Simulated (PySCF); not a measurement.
Si(F)(H)2(SeH) (FH3SeSi), SMILES F[SiH2][SeH].

Coordinates come from a PBE-D3(BJ)/def2-TZVP optimisation. The geometry has at least one imaginary mode, so it is a saddle point at that level. Other conformers were not sampled.

These are PBE0/def2-TZVPD in PySCF values and carry that method's errors.

Estimate the frontier levels, gap, dipole moment and polarisability. (Estimate from the structure and the level; the computed values follow.)


| Item | Result |
|---|---|
| highest occupied level | -7.35 eV |
| lowest empty level | -0.68 eV |
| orbital gap | 6.67 eV |
| dipole moment | 1.80 D |
| quadrupole, principal values (traceless, Buckingham form, about the centre of nuclear charge) | -1.76, -1.42, 3.18 D·Å |
| mean static polarisability | 56.4 bohr³ (8.36 Å³) |
| polarisability, principal values | 49.8, 51.0, 68.4 bohr³ |
